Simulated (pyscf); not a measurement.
**H₂N–Mo(F)(F)(F)(F)–F (SMILES [NH2][Mo]([F])([F])([F])([F])[F]), singlet**

Gas-phase minimum from PySCF at ωB97X-D3(BJ)/def2-SVP, one conformer. 

SMILES: [F][Mo]([F])([F])([F])([F])[NH2]
```xyz
9

N     -1.2332    -0.6847    -1.8191
Mo     0.0405     0.3556    -0.8602
F      0.9599     1.2873     0.4454
F     -0.6129     2.0108    -1.3185
F      1.1890    -1.0124    -0.4286
F     -1.1967     0.0013     0.4457
F      0.9192     0.4074    -2.4601
H     -2.0826    -1.0716    -1.4114
H     -1.1164    -0.9064    -2.8082
```

Bonds (Å): N1–Mo2 1.904, N1–H8 1.018, N1–H9 1.020, Mo2–F3 1.849, Mo2–F4 1.838, Mo2–F5 1.838, Mo2–F6 1.833, Mo2–F7 1.826. Angles (°): Mo2–N1–H8 124.3, Mo2–N1–H9 122.0, H8–N1–H9 113.6, N1–Mo2–F3 164.5, N1–Mo2–F4 97.4, N1–Mo2–F5 97.5, N1–Mo2–F6 78.6, N1–Mo2–F7 84.0, F3–Mo2–F4 84.2, F3–Mo2–F5 84.2, F3–Mo2–F6 86.0, F3–Mo2–F7 111.4, F4–Mo2–F5 162.1, F4–Mo2–F6 96.4 (the first ones only).

Properties at ωB97X-D3(BJ)/def2-SVP:

```json
{
 "harmonic_wavenumbers_unscaled": "83, 119, 202, 239, 248, 296, 305, 334, 387, 545, 633, 648, 684, 708, 732, 758, 768, 795, 1507, 3561, 3684 cm⁻¹",
 "zero_point_energy": "24.6 kcal/mol",
 "rotational_symmetry_number": "1",
 "Entropy of this conformer at 298 K and 1 atm, rigid rotor and harmonic oscillator, modes under 100 cm⁻¹ raised to 100": "377.6 J/(mol K)",
 "dipole_moment": "4.23 D"
}
```

Single-point totals, which compare only within one level:

| level | total energy (hartree) |
|---|---|
| ωB97X-D3(BJ)/def2-TZVP | -623.87367 |
| PBE/def2-TZVP | -623.36489 |
| r²SCAN/def2-TZVP | -623.67081 |
| B3LYP-D3(BJ)/def2-TZVP | -623.86827 |
| PBE0-D3(BJ)/def2-TZVP | -623.27709 |
| M06-2X/def2-TZVP | -623.47238 |
| ωB97M-D3(BJ)/def2-TZVP | -623.85737 |

Soft torsions are taken as harmonic, which can shift the entropy by several J/(mol K). Elements past Kr carry the def2 core potentials, without spin-orbit coupling.
